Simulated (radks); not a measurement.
Values are calculated unless marked as measured or tabulated.
Problem. Radial electron density D(r) = 4 pi r^2 rho(r) of an atom or ion with 61 electrons. Code: a radial shooting solver on a logarithmic mesh with Libxc functionals. Model: scalar-relativistic Kohn-Sham, r2SCAN, spin-polarised, spherical densities, finite nucleus; meta-GGA in the generalised Kohn-Sham scheme; Fermi nuclear charge, rms radius of each element as measured or else 0.836 A^(1/3) + 0.57 fm.

r (bohr),D(r) (e/bohr),spin D(r)
0.003332,21.99,0.000284
0.00391,27.29,0.000349
0.004552,33.12,0.000419
0.005342,40.05,0.000498
0.006219,47.24,0.000576
0.007239,54.77,0.000650
0.008496,62.65,0.000716
0.00989,69.55,0.000758
0.01161,75.51,0.000769
0.01351,79.32,0.000740
0.01586,80.89,0.000667
0.01846,79.98,0.000567
0.02166,77.06,0.000458
0.02522,73.64,0.000387
0.02959,71.29,0.000387
0.03445,72.13,0.000452
0.04043,77.51,0.000478
0.04707,86.49,0.000200
0.05479,96.86,-0.000788
0.0643,105.1,-0.00305
0.07485,106.6,-0.00634
0.08784,100.2,-0.00952
0.1023,89.67,-0.00810
0.12,80.64,0.00751
0.1397,79.56,0.0516
0.1639,86.24,0.155
0.1909,92.83,0.338
0.224,90.11,0.662
0.2607,75.22,1.13
0.3035,54.80,1.77
0.3562,39.25,2.62
0.4147,36.20,3.50
0.4866,40.85,4.35
0.5665,43.20,4.85
0.6648,38.08,4.94
0.774,28.44,4.64
0.9083,18.96,4.04
1.057,13.49,3.32
1.241,10.73,2.48
1.445,8.952,1.71
1.695,6.767,1.02
1.973,4.519,0.557
2.297,2.660,0.290
2.696,1.449,0.158
3.139,0.9210,0.0965
3.683,0.7098,0.0525
4.288,0.5873,0.0186
5.032,0.4325,-0.00718
5.858,0.2722,-0.0167
6.874,0.1339,-0.0144
8.003,0.05367,-0.00832
9.391,0.01550,-0.00334
10.93,0.003577,-0.00112
12.83,0.0005527,-0.000225

What is the nuclear charge?

Solution. Z = 61. The innermost maximum, from 1s, lies near gamma/Z bohr with gamma = sqrt(1 - (Z/c)^2) = 0.895, here 0.0147 bohr (found: 0.0161), and its height grows with Z. The density is that of neutral promethium in [Xe] 4f5 6s2; the configuration itself is not fixed sharply by these data, and Z only to a few units. D(r) has 4 maxima, at r = 0.0161, 0.0713, 0.200, 0.558 bohr, and minima at 0.0308, 0.132, 0.402 bohr, inside which lie 1.94, 11.17, 29.19 electrons.
